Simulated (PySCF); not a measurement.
MN15 on Ge- (germanium, charge -1), [Ar] 3d10 4s2 4p3, high-spin 4S determinant. Calculation: PySCF 2.14, in aug-cc-pVTZ-DK (7s6p4d2f, 59 functions); the spin-free X2C one-electron Hamiltonian (Gaussian nucleus).

```
cycle= 1 E= -2100.14725149451  delta_E= -0.0162  |g|= 0.213  |ddm|= 0.644
cycle= 2 E= -2100.14860379294  delta_E= -0.00135  |g|= 0.185  |ddm|= 0.322
cycle= 3 E= -2100.15511952407  delta_E= -0.00652  |g|= 0.00874  |ddm|= 0.149
cycle= 4 E= -2100.15516821566  delta_E= -4.87e-05  |g|= 0.000567  |ddm|= 0.0237
cycle= 5 E= -2100.15516931187  delta_E= -1.1e-06  |g|= 6.4e-05  |ddm|= 0.00861
cycle= 6 E= -2100.15516932234  delta_E= -1.05e-08  |g|= 9.24e-06  |ddm|= 0.000862
cycle= 7 E= -2100.15516932254  delta_E= -1.95e-10  |g|= 1.72e-06  |ddm|= 5.78e-05
converged SCF energy = -2100.15516932254  <S^2> = 3.7514928  2S+1 = 4.0007464
```

Highest occupied orbital energy: 0.036 eV; ⟨L²⟩ = 0.00; populations by l: s 8.00, p 15.00, d 10.00, f 0.00.

(1) Can this result be used?

## Answers

(1) With care. The run converged. At MN15 the highest occupied level has a positive energy, so only the finite basis holds that electron; in a semilocal or global hybrid functional this comes from self-interaction and does not mean that the real anion is unbound.
